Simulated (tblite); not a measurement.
Species: C5H9PS.
Geometry (GFN2-xTB, Å), atoms numbered from 1 in this order:
```
atom  x, y, z in Å
C1    -1.8858   -0.3092   -0.4744
P2    -0.5955   -0.2596    0.8307
S3    -1.2084   -0.6808    2.6188
C4     0.8050   -1.2440    0.1157
C5     1.5471   -0.2468   -0.7172
C6     1.2825    1.0328   -0.5068
C7     0.2695    1.3568    0.5458
H8    -2.6704    0.3976   -0.2058
H9    -1.4681   -0.0567   -1.4467
H10   -2.3120   -1.3118   -0.4962
H11    0.4492   -2.1034   -0.4579
H12    1.4245   -1.6213    0.9360
H13    2.2682   -0.5968   -1.4391
H14    1.7640    1.8374   -1.0402
H15    0.7480    1.6697    1.4799
H16   -0.4254    2.1450    0.2460
```

Calculated harmonic vibrations of the isolated species, GFN2-xTB (tblite), most abundant isotopes, no scaling. Errors from tens to a few hundred cm⁻¹ against measured bands are possible. One conformer, not necessarily the lowest.

Harmonic wavenumbers (cm⁻¹): 74.5, 163.3, 172.4, 195.1, 233.0, 235.7, 371.0, 391.0, 621.9, 624.6, 702.5, 731.6, 749.5, 769.9, 791.2, 830.9, 859.8, 886.5, 888.6, 987.3, 1001.5, 1059.1, 1071.4, 1119.1, 1194.4, 1207.5, 1297.9, 1300.5, 1409.9, 1414.8, 1420.5, 1429.0, 1695.0, 2922.8, 2924.6, 2952.6, 2955.7, 2995.5, 2998.7, 3010.9, 3085.7, 3100.3.

A = 3147, B = 1347, C = 1305 MHz; mass 132.016 u (most abundant isotopes); point group Cs, symmetry number 1.

What is the zero-point energy?

Half the sum of the wavenumbers: 27424 cm⁻¹ = 78.41 kcal/mol.

Give the ideal-gas entropy at 273.15 K and 1 bar in the rigid-rotor, harmonic-oscillator model (classical rotation).

Translation 40.14, rotation 28.19, vibration 18.16: S = 86.5 cal/(mol K).

And Cp and H(273.15 K) − H(0)?

Cp = 30.45 cal/(mol K), of which vibrations give 22.50 (their classical limit is 42 R = 83.5); H(273.15 K) − H(0) = 5.04 kcal/mol without the zero-point energy, 2.87 from vibrations.

What must be added to the electronic energy to get the Gibbs energy at 273.15 K and 1 bar?

ZPE + [H(273.15 K) − H(0)] − T·S = 78.41 + 5.04 − 23.62 = 59.83 kcal/mol.

How do the functions run with temperature in this model?

| T (K) | S (cal/(mol K)) | Cp (cal/(mol K)) | H − H(0) (kcal/mol) | G − H(0) (kcal/mol) | ln q(vib) |
| --- | --- | --- | --- | --- | --- |
| 100 | 64.8 | 15.6 | 1.09 | -5.39 | 0.75 |
| 200 | 78.1 | 23.8 | 3.06 | -12.56 | 2.47 |
| 300 | 89.5 | 32.9 | 5.89 | -20.95 | 4.38 |
| 500 | 110.2 | 48.8 | 14.16 | -40.96 | 8.42 |
| 800 | 136.6 | 63.1 | 31.14 | -78.12 | 14.46 |
| 1000 | 151.4 | 69.3 | 44.42 | -106.95 | 18.24 |

q(vib) and H(0) count from the zero-point level.

Blend soft modes into free rotors: weight 1/[1 + (100 cm⁻¹/ν̃)⁴] for the oscillator and the rest for a rotor with moment μB/(μ + B), μ = h/(8π²ν), B = 10⁻⁴⁴ kg m². What vibrational entropy results?

17.57 cal/(mol K) in place of 18.16, which changes −T·S at 273.15 K by +0.16 kcal/mol.

Hindered rotation and anharmonicity are outside this model. Other conformers, if any are populated, would add a mixing term that is left out.
